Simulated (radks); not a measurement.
Removal energies from the europium ion Eu7+, [Kr] 4d10 4f(5/2: 3, 7/2: 0) 5s2 5p(1/2: 2, 3/2: 3), by Delta-SCF beside the eigenvalue of the level emptied. All-electron calculation, Dirac Kohn-Sham, relativistic LDA (MacDonald-Vosko exchange, VWN5 correlation), spin-unpolarised, spherical densities, finite nucleus; Fermi nuclear charge, rms radius of each element as measured or else 0.836 A^(1/3) + 0.57 fm. Program: a radial shooting solver on a logarithmic mesh with Libxc functionals. Sub-shells are occupied by j as written (lower j first in brackets).

removed from                                  final configuration  Delta-SCF (eV)  -eigenvalue (eV)
5p3/2         [Kr] 4d10 4f(5/2: 3, 7/2: 0) 5s2 5p(1/2: 2, 3/2: 2)          121.62            113.64
5p1/2         [Kr] 4d10 4f(5/2: 3, 7/2: 0) 5s2 5p(1/2: 1, 3/2: 3)          127.87            119.59
4f5/2         [Kr] 4d10 4f(5/2: 2, 7/2: 0) 5s2 5p(1/2: 2, 3/2: 3)          130.60            117.43
5s1/2         [Kr] 4d10 4f(5/2: 3, 7/2: 0) 5s1 5p(1/2: 2, 3/2: 3)          150.07            141.29
